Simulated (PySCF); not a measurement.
# One molecule, several mistakes: H5O2Si2 cation

These are calculations, not measurements. They come from PySCF 2.14.0, an open-source quantum chemistry program, on an isolated molecule that a program drew, which may never have been made. The molecule is H5O2Si2 cation (charge +1, singlet), drawn as the SMILES string `O[Si+](O)[SiH3]`.

Each row is a Hartree-Fock (HF) and frozen-core CCSD(T) single point in the cc-pV(D+d)Z basis, meant for a local HF minimum. Run 1 is clean. Each other run has one planted mistake out of seven kinds, and not every kind appears here: one electron removed, one electron added, multiplicity raised by two, geometry at a saddle point, minimal basis STO-3G, one bond length entered in bohr, all coordinates scaled. The reference is restricted for singlets and unrestricted otherwise, and also for a bond in bohr. Adding or removing an electron swaps singlet and doublet. Electrons count all cores. HOMO and LUMO are orbital energies over both spins, the gradient is its largest component, and the lowest frequency (negative if imaginary) is given only where the gradient is small. Bond lengths are over the 8 bonds as drawn. T1 is the CCSD diagnostic: over 0.02 (restricted) or 0.045 (unrestricted) a single reference is doubtful.

Geometry of the clean run:
```xyz
9
H5O2Si2 cation, angstrom
O     1.2528    0.3799   -1.4268
Si    0.3599    0.6060   -0.1448
O     0.7210   -0.3353    1.0633
Si   -1.4248    2.1660    0.1680
H     1.2327    0.8144   -2.2717
H     1.3914   -1.0092    1.1245
H    -1.5125    2.8767   -1.1138
H    -2.5733    1.3029    0.4711
H    -0.9582    2.9852    1.2937
```

```
run,electrons,basis functions,<S^2>,HOMO (eV),LUMO (eV),gradient (hartree/bohr),lowest frequency (cm^-1),mean bond (Å),longest bond (Å),T1,HF (hartree),CCSD(T) (hartree),mistake
1,48,99,0.000,-17.60,-3.62,2.3e-05,31,1.4814,2.391,0.0156,-730.34862,-730.95265,no fault
2,47,99,0.773,-24.38,-15.38,8.1e-02,-,1.4814,2.391,0.0234,-729.74268,-730.33706,one electron removed
3,48,99,0.729,-17.05,-4.82,4.5e-02,-,1.5870,2.391,0.0740,-730.19283,-730.80001,one bond length entered in bohr
4,48,99,0.000,-17.70,-3.52,2.3e-02,-,1.4488,2.338,0.0148,-730.34371,-730.94344,?
```

**Which mistake was planted in run 4, and what did it cost?**

The mean and the longest bond both change by the same factor, 0.978, and the gradient is no longer small. So the mistake is: all coordinates scaled. Subtracting run 1 and multiplying by 627.51 kcal/mol a hartree, the energy moved by 3.1 kcal/mol in HF and 5.8 kcal/mol in CCSD(T).

Cautions from the logs. Run 3: T1 is over the limit, so its CCSD(T) energy is less reliable.
